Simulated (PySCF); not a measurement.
## Ionisation energy of Co⁺ by level of theory

Co⁺ [Ar] 3d8 (3F) → Co²⁺ [Ar] 3d7 (4F), as a difference of total energies. All numbers are calculated (PySCF 2.14, the spin-free X2C one-electron Hamiltonian (Gaussian nucleus), in aug-cc-pwCVTZ-DK with one added diffuse shell each of s, p, d, f, g type (11s10p8d5f4g, 152 functions)). The calculations carry no spin-orbit coupling.

Order these methods by the ionisation energy they give, lowest first.
A. BP86
B. M06
C. UHF
D. PW91

C (14.177 eV), B (17.782 eV), D (17.980 eV), A (18.015 eV).

The reference lies between the lowest fine-structure levels, while these numbers refer to the centres of the terms.

For comparison: 17.084 eV (measured; NIST Atomic Spectra Database, ionization energies).
